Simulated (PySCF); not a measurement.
Simulated absorption spectrum

Species: C₅H₃NP₂.
Geometry (GFN2-xTB, Å), atoms numbered from 1 in this order:
```
atom  x, y, z in Å
N1     3.971   -0.042   -0.181
C2     2.824   -0.030   -0.131
C3     1.417   -0.015   -0.067
P4     0.721    1.574    0.176
C5    -0.978    1.234    0.207
C6    -1.619    0.017    0.072
C7    -1.019   -1.212   -0.119
P8     0.668   -1.588   -0.246
H9    -1.604    2.107    0.351
H10   -2.703    0.029    0.120
H11   -1.673   -2.072   -0.206
```

Level of theory: PySCF, TDDFT wB97X-D/def2-SVPD, vertical, gas phase, core orbitals frozen in the response.

Broadening: Gaussians 0.25 eV wide at half height, area fixed by f = 4.319×10⁻⁹ ∫ε dν̃. The width is an assumption, not a result. The curve ends short of the highest state used, and states not computed would add to its high-energy end.

| E (eV) | ε (L mol⁻¹ cm⁻¹) |
| --- | --- |
| 3.70 | 2 |
| 3.73 | 6 |
| 3.76 | 15 |
| 3.79 | 33 |
| 3.82 | 67 |
| 3.85 | 129 |
| 3.88 | 227 |
| 3.91 | 371 |
| 3.94 | 558 |
| 3.97 | 776 |
| 4.00 | 996 |
| 4.03 | 1183 |
| 4.06 | 1302 |
| 4.09 | 1335 |
| 4.12 | 1288 |
| 4.15 | 1197 |
| 4.18 | 1113 |
| 4.21 | 1092 |
| 4.24 | 1174 |
| 4.27 | 1368 |
| 4.31 | 1754 |
| 4.34 | 2072 |
| 4.37 | 2353 |
| 4.40 | 2563 |
| 4.43 | 2700 |
| 4.46 | 2787 |
| 4.49 | 2853 |
| 4.52 | 2910 |
| 4.55 | 2940 |
| 4.58 | 2903 |
| 4.61 | 2758 |
| 4.64 | 2488 |
| 4.67 | 2112 |
| 4.70 | 1689 |
| 4.73 | 1297 |
| 4.76 | 1034 |

Task: Where are the band maxima, and which computed states make them?

Result: 303 nm (4.09 eV), ε about 1300, made up of S1 (98%); 272 nm (4.55 eV), ε about 2900, made up of S3 (24%) and S4 (76%) (ε in L mol⁻¹ cm⁻¹; maxima over ε = 5, shares over 10%). The states used: S1 4.08 eV (f 0.012); S2 4.13 eV (f 0.0000); S3 4.39 eV (f 0.020); S4 4.60 eV (f 0.023); S5 5.10 eV (f 0.355); S6 5.20 eV (f 0.0045); S7 5.28 eV (f 0.302); S8 5.36 eV (f 0.0001).

Task: On this curve, what absorbance would a 10⁻⁵ mol/L sample give at 266 nm over a 1 cm path?

Result: 266 nm is 4.661 eV, where ε is about 2200 L mol⁻¹ cm⁻¹, so A = ε c l ≈ 0.022 (Beer–Lambert, with the gas-phase spectrum and the assumed width).

Task: Coming from long wavelengths, where does ε first pass 100 L mol⁻¹ cm⁻¹?

Result: At about 323 nm (3.84 eV), 0.24 eV below S1.

Task: What would ε be at 4.55 eV, the highest of these maxima, with half the width (0.125 eV)?

Result: About 3160 L mol⁻¹ cm⁻¹ against 2940, a factor of about 1.1; a lone state at its own centre would give exactly 2.

On one thread, Arm Neoverse V1 (aarch64), no GPU, shared host, this took 30 s and 0.82 GiB of memory at its peak.
